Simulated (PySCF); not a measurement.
H₂Be (SMILES [BeH2]), singlet, at a GFN2-xTB geometry (such geometries of metal compounds can be far from the true shape); PySCF with HF/aug-cc-pVDZ.

PySCF was given this input:
```python
from pyscf import gto, scf

mol = gto.Mole()
mol.atom = '''
    Be    0.000000    0.000000    0.000000
    H     0.000000    0.000000    1.279391
    H    -0.000000   -0.000000   -1.279391
'''
mol.basis = 'aug-cc-pvdz'
mol.charge = 0
mol.spin = 0
mol.verbose = 5
mol.build()

mf = scf.RHF(mol)
mf.kernel()
mf.analyze()
```

The log (banner, timings and long lists left out):

```
PySCF version 2.14.0

[INPUT] verbose = 5
[INPUT] max_memory = 4000
[INPUT] num. atoms = 3
[INPUT] num. electrons = 6
[INPUT] charge = 0
[INPUT] spin (= nelec alpha-beta = 2S) = 0
[INPUT] symmetry False subgroup None
[INPUT] Mole.unit = angstrom
[INPUT] Symbol           X                Y                Z      unit          X                Y                Z       unit  Magmom
[...]
[INPUT] ---------------- BASIS SET ----------------
[INPUT] l, kappa, [nprim/nctr], expnt,             c_1 c_2 ...
[INPUT] H
[...]
                                1.962             0.137977
                                0.4446            0.478148
[...]
[INPUT] Be
[...]
                                441.2             0.005236 -0.000966
                                100.5             0.026606 -0.004831
                                28.43             0.099993 -0.019314
                                9.169             0.269702 -0.05328
                                3.196             0.451469 -0.120723
                                1.159             0.295074 -0.133435
                                0.1811            0.012587 0.530767
[...]
                                0.711             0.169365
                                0.1951            0.513458
[...]
nuclear repulsion = 3.51574013950387
number of shells = 18
number of NR pGTOs = 57
number of NR cGTOs = 41
basis = aug-cc-pvdz
ecp = {}

******** <class 'pyscf.scf.hf.RHF'> ********
method = RHF
initial guess = minao
damping factor = 0
level_shift factor = 0
DIIS = <class 'pyscf.scf.diis.CDIIS'>
diis_start_cycle = 1
diis_space = 8
diis_damp = 0
SCF conv_tol = 1e-09
SCF conv_tol_grad = None
SCF max_cycles = 50
direct_scf = True
direct_scf_tol = 1e-13
Set gradient conv threshold to 3.16228e-05
Initial guess from minao.
E1 = -26.882577469664877  E2 = 7.7781386802169745  Ecoul = 11.102595105889728  Exc = -3.3244564256727536
init E= -15.588698649944
cond(S) = 5260.8786057676525
[...]
  mo_energy =
[-4.73294537 -0.60004448 -0.33939906  0.01524507  0.01524507  0.01987144
  0.02951772  0.05866121  0.05866121  0.09076115  0.09861913  0.13007802
  0.20134674  0.20134674  0.22714362  0.22714362  0.28690236  0.30815365
  0.31387926  0.31387926  0.39206149  0.41442267  0.51156209  0.51156209
  0.53622703  0.53622703  0.74819646  0.79510231  0.79510231  0.88468028
  0.93076133  0.93076133  1.08350938  1.63581845  1.76838134  1.83031907
  1.83031907  2.06383152  2.06383152  2.43409574  2.76914128]
E1 = -27.243742688156054  E2 = 7.976094175450944  Ecoul = 11.41439962283048  Exc = -3.438305447379536
cycle= 1 E= -15.7519083732012  delta_E= -0.163  |g|= 0.149  |ddm|= 1.09
[...]
  mo_energy =
[-4.68892426 -0.50606433 -0.45610633  0.01716575  0.01716575  0.02093804
  0.02981086  0.0752389   0.0752389   0.09541327  0.106697    0.16742818
  0.20464863  0.20464863  0.22332133  0.22332133  0.29253857  0.32061123
  0.32556154  0.32556154  0.4302276   0.43789822  0.5295529   0.5295529
  0.55775098  0.55775098  0.77592066  0.79650138  0.79650138  0.91579057
  0.952711    0.952711    1.15536756  1.69821994  1.81194161  1.90076021
  1.90076021  2.13125202  2.13125202  2.50852771  2.8204378 ]
E1 = -27.32442887532644  E2 = 8.043287150906194  Ecoul = 11.509212657335256  Exc = -3.4659255064290626
cycle= 2 E= -15.7654015849164  delta_E= -0.0135  |g|= 0.0394  |ddm|= 0.223
[...]
  mo_energy =
[-4.66127729 -0.49402673 -0.45367184  0.01768706  0.01768706  0.02099281
  0.02989218  0.08168537  0.08168537  0.09583772  0.10774398  0.17293888
  0.20630241  0.20630241  0.22427084  0.22427084  0.29410463  0.32490911
  0.3333917   0.3333917   0.44012436  0.44154263  0.53434994  0.53434994
  0.56516579  0.56516579  0.78093056  0.80316596  0.80316596  0.92653404
  0.96082991  0.96082991  1.16950599  1.71125649  1.8226114   1.91545047
  1.91545047  2.14539513  2.14539513  2.5261714   2.83375276]
E1 = -27.33717237294349  E2 = 8.054911813332097  Ecoul = 11.528931307808156  Exc = -3.4740194944760585
[...]
converged SCF energy = -15.7665258142385
Total Energy =                         -15.766525814238500
[...]
0 Be 1s          0.00000  -0.00000   0.00000  -0.00000   0.00000
0 Be 2s          0.00000   0.00000   0.00000   0.00000   0.00000
0 Be 3s         -0.00000   0.00000  -0.00000  -0.00000  -0.00000
0 Be 4s          0.00000  -0.00000  -0.00000  -0.00000  -0.00000
0 Be 2px        -0.01275   0.08290   0.00000   0.00000   0.00000
0 Be 2py         0.08290   0.01275   0.00000  -0.00000  -0.00000
0 Be 2pz        -0.00000  -0.00000   0.00000   0.00000   0.50903
0 Be 3px        -0.02013   0.13095  -0.00000   0.00000  -0.00000
0 Be 3py         0.13095   0.02013   0.00000  -0.00000  -0.00000
0 Be 3pz        -0.00000  -0.00000  -0.00000   0.00000  -0.20556
0 Be 4px         0.00093  -0.00602  -0.00000  -0.00000  -0.00000
0 Be 4py        -0.00602  -0.00093  -0.00000  -0.00000  -0.00000
0 Be 4pz        -0.00000  -0.00000   0.00000   0.00000  -0.03099
0 Be 3dxy        0.00000  -0.00000  -0.00000   0.00000  -0.00000
0 Be 3dyz       -0.00000  -0.00000   0.12060   0.05727  -0.00000
0 Be 3dz^2       0.00000   0.00000   0.00000   0.00000   0.00000
0 Be 3dxz        0.00000  -0.00000  -0.05727   0.12060   0.00000
0 Be 3dx2-y2     0.00000  -0.00000  -0.00000   0.00000  -0.00000
0 Be 4dxy       -0.00000   0.00000  -0.00000  -0.00000   0.00000
0 Be 4dyz        0.00000   0.00000  -0.17919  -0.08510   0.00000
0 Be 4dz^2      -0.00000  -0.00000  -0.00000  -0.00000  -0.00000
0 Be 4dxz        0.00000   0.00000   0.08510  -0.17919   0.00000
0 Be 4dx2-y2    -0.00000   0.00000  -0.00000  -0.00000  -0.00000
1 H 1s          -0.00000  -0.00000  -0.00000  -0.00000  -0.01065
1 H 2s           0.00000   0.00000  -0.00000  -0.00000   0.02979
1 H 3s          -0.00000  -0.00000  -0.00000  -0.00000   0.04592
1 H 2px         -0.06341   0.41242   0.17290  -0.36406  -0.00000
1 H 2py          0.41242   0.06341  -0.36406  -0.17290   0.00000
1 H 2pz          0.00000  -0.00000   0.00000   0.00000   0.45611
1 H 3px          0.08510  -0.55348  -0.23846   0.50211  -0.00000
1 H 3py         -0.55348  -0.08510   0.50211   0.23846  -0.00000
1 H 3pz         -0.00000  -0.00000  -0.00000  -0.00000  -0.37107
2 H 1s          -0.00000  -0.00000  -0.00000  -0.00000   0.01065
2 H 2s           0.00000   0.00000   0.00000   0.00000  -0.02979
2 H 3s          -0.00000  -0.00000   0.00000   0.00000  -0.04592
2 H 2px         -0.06341   0.41242  -0.17290   0.36406   0.00000
2 H 2py          0.41242   0.06341   0.36406   0.17290   0.00000
2 H 2pz         -0.00000   0.00000   0.00000   0.00000   0.45611
2 H 3px          0.08510  -0.55348   0.23846  -0.50211   0.00000
2 H 3py         -0.55348  -0.08510  -0.50211  -0.23846   0.00000
2 H 3pz          0.00000  -0.00000  -0.00000  -0.00000  -0.37107
               #41
0 Be 1s         -0.00022
0 Be 2s          0.06332
0 Be 3s         -0.17840
0 Be 4s         -0.06763
0 Be 2px         0.00000
0 Be 2py        -0.00000
0 Be 2pz        -0.00000
0 Be 3px        -0.00000
0 Be 3py         0.00000
0 Be 3pz         0.00000
0 Be 4px        -0.00000
0 Be 4py         0.00000
0 Be 4pz         0.00000
0 Be 3dxy       -0.00000
0 Be 3dyz        0.00000
0 Be 3dz^2       0.56470
0 Be 3dxz        0.00000
0 Be 3dx2-y2     0.00000
0 Be 4dxy        0.00000
0 Be 4dyz        0.00000
0 Be 4dz^2      -0.08027
0 Be 4dxz       -0.00000
0 Be 4dx2-y2    -0.00000
1 H 1s          -0.03606
1 H 2s          -0.19339
1 H 3s           0.12284
1 H 2px         -0.00000
1 H 2py         -0.00000
1 H 2pz          0.50209
1 H 3px         -0.00000
1 H 3py          0.00000
1 H 3pz         -0.10603
2 H 1s          -0.03606
2 H 2s          -0.19339
2 H 3s           0.12284
2 H 2px         -0.00000
2 H 2py          0.00000
2 H 2pz         -0.50209
2 H 3px         -0.00000
2 H 3py          0.00000
2 H 3pz          0.10603
 ** Mulliken pop on meta-lowdin orthogonal AOs  **
 ** Mulliken pop  **
 ** Mulliken atomic charges  **
charge of    0Be =      1.07068
charge of    1H =     -0.53534
charge of    2H =     -0.53534
Dipole moment(X, Y, Z, Debye): -0.00000,  0.00000, -0.00000
```
